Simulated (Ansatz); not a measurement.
Total energies of the cluster Al₅N₅ from Ansatz at PBE-D4/def2-SVP, gas phase (1 Eh = 27.2114 eV = 2625.5 kJ/mol). The reference geometry is relaxed at B3LYP-D4/def2-SVP.

| atom | x (Å) | y (Å) | z (Å) |
| --- | --- | --- | --- |
| Al1 | 0.122 | -2.176 | -1.149 |
| Al2 | -1.545 | 1.708 | 0.876 |
| Al3 | 2.378 | -0.588 | -0.267 |
| Al4 | -2.302 | -0.757 | -0.443 |
| Al5 | 1.347 | 1.813 | 0.984 |
| N6 | 2.725 | 0.897 | 0.523 |
| N7 | -0.145 | 2.575 | 1.360 |
| N8 | -1.594 | -2.145 | -1.165 |
| N9 | -2.814 | 0.695 | 0.316 |
| N10 | 1.828 | -2.022 | -1.035 |

```tsv
state	geometry	energy (Eh)
charge 0 singlet	reference	-1484.46070
charge -1 doublet	reference	-1484.52790
free Al atom (doublet)	–	-242.14160
free N atom (quartet)	–	-54.46658
```

Task: Work out the vertical electron affinity, to the doublet.

Result: E(charge 0 singlet) − E(charge -1 doublet) = -1484.46070 − (-1484.52790) = 0.06720 Eh = 1.83 eV. The basis lacks diffuse functions, which makes affinities too small.

Task: What is the binding energy per atom against free atoms?

Result: Atoms: 5 × (-242.14160) + 5 × (-54.46658) = -1483.04090 Eh. Binding: -1483.04090 − (-1484.46070) = 1.41980 Eh = 38.63 eV, or 3.86 eV for each of 10 atoms (no zero-point energy, no counterpoise term).

The structure comes from a short search, and lower isomers may exist.
